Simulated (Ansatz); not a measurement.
Energy needed to pull apart AsH$_{3}$SO (SMILES OS[AsH2]), singlet, into free ground-state atoms, from the structure below (displaced at random from a GFN2-xTB minimum); no zero-point or spin–orbit terms; open-shell atoms are treated unrestricted, in their ground-state multiplicity.

O1  (-0.626, -1.237, -0.538)
S2  (-1.209, 0.377, -0.592)
As3  (0.685, 1.296, 0.106)
H4  (-1.257, -1.791, 0.054)
H5  (1.500, 0.717, -0.726)
H6  (1.055, 0.417, 1.294)
(Å)

Program: Ansatz 0.2.0. Basis: def2-TZVPP. Cores are frozen in the correlated methods. Filled d shells of the heavier atoms are correlated. The def2 sets are not built for correlating such inner shells, so the correlated values are less sure here.

| method | atomization energy (kcal/mol) |
| --- | --- |
| PBE-D4 | 373.9 |
| r2SCAN-D4 | ? |
| PBE0-D4 | ? |
| CAM-B3LYP-D4 | 361.9 |
| wB97X-V | 366.9 |
| wB97M-V | 363.9 |
| HF | 198.5 |
| MP2 | 349.2 |
| CCSD | 336.0 |
| CCSD(T) | 345.9 |

Task: What does r2SCAN-D4 give? (To be estimated.)

Result: The calculation gives: 362.9 kcal/mol, which is about 17.0 kcal/mol more than CCSD(T)/def2-TZVPP.

Task: What does PBE0-D4 give? (Judge from chemistry; the value comes from the calculation.)

Result: The calculation gives: 357.1 kcal/mol, which is about 11.2 kcal/mol more than CCSD(T)/def2-TZVPP.

In triple zeta the MP2 and coupled-cluster atomization energies are still short of their basis limit by a few kcal/mol a bond, whereas those of the functionals are nearly converged, so these differences are not deviations from converged CCSD(T).

The T1 diagnostic stays at or below 0.014.

For scale, one of the runs: CCSD(T)/def2-TZVPP forces, 163 basis functions (an equivalent command: `ansatz run in.yaml --threads 4`). The run took 2.7 min on 4 CPU threads (shared host), with 2.2 GiB of host memory at its peak.
